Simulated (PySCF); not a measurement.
## AuH₅ at several levels of theory

All levels use the PBE0 minimum (singlet; Au–H 1.539 Å, Au–H 1.631 Å (×2), Au–H 1.825 Å (×2), H–H 0.825 Å; Au–H–H 76.9° (×2), H–Au–H 26.1°, H–Au–H 81.0° (×2), H–Au–H 86.0° (×2), H–Au–H 107.1° (×2), H–Au–H 166.9° (×2), H–Au–H 172.0°), basis [Au def2-TZVP with ECP60, H def2-TZVP], scalar-relativistic core potentials, density fitting, no spin–orbit coupling, PySCF. For vertical energies the ionised species is a doublet (spins chosen at PBE0 and kept). Atomisation goes to high-spin ground-configuration atoms, without zero-point energy. Open shells are unrestricted, also as the reference of the correlated levels. A dash marks a value that was not computed or is not defined at that level.

| level | atomisation (kJ/mol) | vertical IP (eV) | −ε(HOMO) (eV) | gap (eV) | dipole (D) |
| --- | --- | --- | --- | --- | --- |
| PBE0 | 1148 | 10.12 | 7.81 | 6.88 | 1.76 |
| HF | 735 | 9.19 | 10.34 | 11.81 | 2.20 |
| MP2 | 1116 | 10.15 | – | – | – |
| PBE | 1177 | 10.08 | 6.73 | 4.95 | 1.64 |
| B3LYP | ? | ? | ? | ? | ? |
| r2SCAN | 1217 | 10.11 | 7.00 | 5.40 | 1.71 |
| TPSSh | 1224 | 10.09 | 7.31 | 5.96 | 1.79 |
| BHandHLYP | 1121 | 10.09 | 8.81 | 8.74 | 1.91 |
| LC-wPBE | ? | ? | ? | ? | ? |

Fill in the row of B3LYP.

atomisation (kJ/mol) 1169, vertical IP (eV) 10.22, −ε(HOMO) (eV) 7.65, gap (eV) 6.44, dipole (D) 1.75.

Fill in the row of LC-wPBE.

atomisation (kJ/mol) 1152, vertical IP (eV) 10.34, −ε(HOMO) (eV) 10.40, gap (eV) 11.48, dipole (D) 1.92.

No spin–orbit coupling is included, which matters more the heavier the element.
